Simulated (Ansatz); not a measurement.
Compare A (`N#CC1C=CCCC1`) with its isomer B (`Cc1cncc(C)c1`).

Computed with Ansatz on PBE0-D4/def2-TZVP structures; ΔE is electronic, products minus reactants. CCSD(T)/CBS is the MP2 limit (def2-TZVPP, def2-QZVPP) plus CCSD(T) − MP2 in def2-TZVPP, frozen cores. DFT in def2-TZVPP. B3LYP here is the variant with VWN-RPA as its local correlation; programs differ in this.

A:

```xyz
17

N     2.685   -0.508    1.828
C     2.085   -0.279    0.874
C     1.306    0.018   -0.328
C     0.523   -1.200   -0.754
C    -0.796   -1.280   -0.635
C    -1.651   -0.216   -0.028
C    -0.830    0.833    0.708
C     0.390    1.228   -0.105
H     2.035    0.260   -1.111
H     1.091   -2.023   -1.173
H    -1.297   -2.174   -0.998
H    -2.375   -0.679    0.650
H    -2.251    0.253   -0.819
H    -0.502    0.432    1.673
H    -1.442    1.712    0.924
H     0.948    2.030    0.381
H     0.080    1.593   -1.089
```

B:

Z-matrix (Å, degrees):
```
C
C 1 1.496
H 1 1.091 2 111.1
H 1 1.093 2 111.3 3 -120.2
H 1 1.093 2 111.2 3 120.2
C 2 1.388 1 121.9 3 180.0
C 2 1.392 1 121.3 3 -0.0
C 6 1.388 2 120.5 1 -180.0
H 6 1.087 2 119.7 1 0.0
N 7 1.326 2 124.1 1 -180.0
H 7 1.088 2 119.6 1 -0.0
C 8 1.496 6 121.9 2 179.9
C 8 1.392 6 116.8 2 -0.0
H 12 1.093 8 111.3 6 59.1
H 12 1.091 8 111.1 6 179.4
H 12 1.093 8 111.2 6 -60.4
H 13 1.088 8 119.6 6 -180.0
```

**Question.** Which isomer does CCSD(T)/CBS put lower? Give the gap. (Estimate.)

**Answer.** The calculation gave: B, by 56.9 kJ/mol.

**Question.** Give E(B) − E(A) in kJ/mol with B2PLYP, LDA (SPW92), ωB97M-V, B3LYP, PBE0-D4, r2SCAN-D4, CCSD(T)/def2-SVP. (Best estimate.)

**Answer.** The calculation gave: B2PLYP -75.8, LDA (SPW92) -110.5, ωB97M-V -64.1, B3LYP -88.7, PBE0-D4 -88.2, r2SCAN-D4 -93.7, CCSD(T)/def2-SVP -51.2. None reverses the order clearly.

Largest T1 diagnostic: 0.011.

From r2SCAN to r2SCAN0 (25 % exact exchange), in def2-TZVPP and without D4, E(B) − E(A) moves by +5.9 kJ/mol. In def2-TZVPP, CCSD(T) changes the Hartree–Fock value by −3.8 kJ/mol (the triples alone add −9.9 kJ/mol) and MP2 by −19.9 kJ/mol.
